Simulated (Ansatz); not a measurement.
C₃H₉BS, SMILES `CCBSC`. Charge 0, multiplicity 1.

```xyz
14

C     1.829   -1.038    0.772
C     0.664   -0.336    0.083
B    -0.573   -0.036    0.995
S    -2.044    0.790    0.464
C    -1.774    1.176   -1.282
H     2.659   -1.224    0.086
H     1.519   -2.000    1.187
H     2.213   -0.439    1.602
H     1.003    0.606   -0.369
H     0.321   -0.930   -0.776
H    -0.618   -0.353    2.150
H    -2.665    1.684   -1.647
H    -1.621    0.265   -1.860
H    -0.914    1.834   -1.404
```

(1) Give the diagnostics of a CCSD(T)/def2-TZVPP run (frozen core, Ansatz 0.2.0). (Best estimate.)

## Answers

(1) The calculation gave: T1 = 0.0121, largest single amplitude 0.035, largest double 0.040, (T) share of the correlation energy 4.0 %, 9 CCSD cycles. The RHF solution is stable towards an unrestricted one. T1 lies under the customary mark of 0.02 for closed shells.
